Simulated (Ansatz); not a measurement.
C2HCl2FTi, SMILES `C#[C][Ti]([F])([Cl])[Cl]`. The species carries charge 0 and has multiplicity 1.

| atom | x (Å) | y (Å) | z (Å) |
| --- | --- | --- | --- |
| C1 | -1.0992 | 1.1527 | 1.3982 |
| C2 | -0.4833 | 0.4983 | 0.5810 |
| Ti3 | 0.5077 | -0.5685 | -0.7828 |
| F4 | -0.3024 | -0.3932 | -2.3051 |
| Cl5 | 0.4912 | -2.6353 | -0.1270 |
| Cl6 | 2.5260 | 0.2184 | -0.8812 |
| H7 | -1.6400 | 1.7276 | 2.1170 |

(1) What are the harmonic wavenumbers in cm⁻¹ at PBE0-D4/def2-TZVP (Ansatz, finite differences of forces, unscaled)? (Estimate.)

(2) Is this a minimum?

(3) Give the ideal-gas thermochemistry at 298.15 K and 1 bar (rigid rotor, harmonic oscillator; point group Cs, symmetry number 1).

Results:

(1) Ansatz gave: 81, 91, 121, 157, 167, 227, 242, 434, 523, 541, 739, 739, 790, 2088, 3450.

(2) Yes, all 15 modes are real.

(3) Zero-point energy 62.2 kJ/mol; H(298) − E = 86.3 kJ/mol; entropy 387.2 J/(mol·K), of which translation 172.4, rotation 122.4, vibration 92.4; G(298) − E = -29.1 kJ/mol. Modes under 100 cm⁻¹ are hindered rotations or soft bends, so the harmonic entropy is rough.
